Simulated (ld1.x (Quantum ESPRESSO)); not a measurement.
# Logarithmic derivatives: Se (Z = 34), TM

- Element: Se (Z = 34)
- Generator: ld1.x (Quantum ESPRESSO) 7.5
- Type: norm-conserving Troullier–Martins (Kleinman–Bylander form)
- Functional: PBEsol
- Relativity: scalar-relativistic
- Frozen core: [Ar]
- Valence charge: 16
- Reference configuration: 3d10 4s2 4p2 (charge +2)
- Partial waves: 4p (bound): rc 1.80 bohr; 3d (bound): rc 1.05 bohr; 4s (bound): rc 1.35 bohr
- Local potential: the s channel
- Core correction: none

The phase is arctan(r·u′/u) with u = r·R(r), unwrapped; energies in Ry, scanned from -8 to 5 Ry. A pole is an energy at which the radial function vanishes at the test radius. The pseudo phase is shifted by a multiple of π to meet the all-electron one at the reference energy, and phase errors are pseudo minus all-electron; the curves can meet again beyond the range given. Levels narrower than the energy grid can be missing from the lists of poles.

Q: For each channel, where are the poles, and over which energies does the pseudopotential scatter like the atom?

A:

```tsv
channel	radius (bohr)	reference energy (Ry)	poles, all-electron	poles, pseudo	unbroken range about the reference energy with phases within 0.05 rad	phase error 1 Ry above the reference energy (rad)
s	1.95	-2.77	-0.47	-0.52	below 2.6	-0.002
p	1.95	-1.87	1.20	1.30	below 4.5	+0.002
d	1.95	-5.57	-5.52, 4.01	-5.52	below -1.8	+0.005
```

Phases in the s channel:

| E (Ry) | all-electron | pseudo |
| --- | --- | --- |
| -8.00 | 1.323 | 1.322 |
| -7.52 | 1.307 | 1.306 |
| -7.04 | 1.287 | 1.286 |
| -6.56 | 1.262 | 1.261 |
| -6.08 | 1.230 | 1.229 |
| -5.60 | 1.187 | 1.185 |
| -5.12 | 1.124 | 1.121 |
| -4.64 | 1.023 | 1.020 |
| -4.16 | 0.841 | 0.837 |
| -3.68 | 0.454 | 0.450 |
| -3.20 | -0.296 | -0.298 |
| -2.72 | -0.938 | -0.938 |
| -2.24 | -1.238 | -1.239 |
| -1.76 | -1.389 | -1.390 |
| -1.28 | -1.478 | -1.481 |
| -0.80 | -1.538 | -1.542 |
| -0.32 | -1.584 | -1.590 |
| 0.16 | -1.621 | -1.629 |
| 0.64 | -1.654 | -1.665 |
| 1.12 | -1.685 | -1.700 |
| 1.60 | -1.716 | -1.737 |
| 2.08 | -1.748 | -1.780 |
| 2.56 | -1.785 | -1.832 |
| 3.04 | -1.830 | -1.905 |
| 3.52 | -1.886 | -2.015 |
| 4.00 | -1.963 | -2.209 |
| 4.48 | -2.077 | -2.610 |
| 4.96 | -2.263 | -3.346 |
